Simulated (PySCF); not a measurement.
## Relaxation of singlet PbSBr₂

These are results of B3LYP/[Pb def2-SVP with ECP60, S def2-SVP, Br def2-SVP], scalar-relativistic core potentials, density fitting, no spin–orbit coupling, PySCF, not measurements. A (50,194) grid was used.

A hand-made T-shaped (ligand arrangement 2) start, of C2v symmetry, held to at least that symmetry:

```xyz
4
charge 0 multiplicity 1, angstrom
Pb    0.0000    0.0000   -0.2198
S     0.0000    0.0000    2.0702
Br    2.5784    0.0000   -0.1298
Br   -2.5784    0.0000   -0.1298
```

(1) What does it relax to?

(2) How much energy is released, and in how many steps?

Answers

(1) It ends at C2v with Pb–Br 2.606 Å (×2), Pb–S 2.334 Å; Br–Pb–Br 102.8°, Br–Pb–S 128.6° (×2) (after a last refinement on a finer grid). A frequency run shows a minimum. Other isomers or separated fragments may lie lower.

(2) 239.2 kJ/mol in 10 steps.

With an element this heavy the missing spin–orbit coupling can shift these numbers.

The relaxation took roughly 2.2 core-minutes on a shared host.
